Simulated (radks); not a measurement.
Nd55.5+, 4.5 electrons, occupied as [He] 2s(up 1, down 0.5) 2p1 (fractional occupations, a model configuration). All-electron calculation, non-relativistic Kohn-Sham, LDA (Slater exchange, Perdew-Wang correlation), spin-polarised, spherical densities, point nucleus; open shells are filled with parallel spins first (spin-orbit coupling, left out, can overturn this in heavy ions); relativity is left out, which matters for an element this heavy. Program: a radial shooting solver on a logarithmic mesh with Libxc functionals.

Unscreened Slater integrals over Kohn-Sham orbitals (eV). They are taken over the spin-up orbitals.

| integral | value |
|---|---|
| F0(2p,2p) | 285.84 |
| F2(2p,2p) | 137.96 |
| F0(2p,2s) | 256.60 |
| G1(2p,2s) | 141.02 |
| F0(2p,1s) | 383.36 |
| G1(2p,1s) | 77.738 |
| F0(2s,2s) | 238.81 |
| F0(2s,1s) | 333.49 |
| G0(2s,1s) | 34.247 |
| F0(1s,1s) | 1011.8 |

Derived for the open shells (J is the average intra-shell exchange parameter used in DFT+U). 2p: J = F2/5 = 27.59 eV.
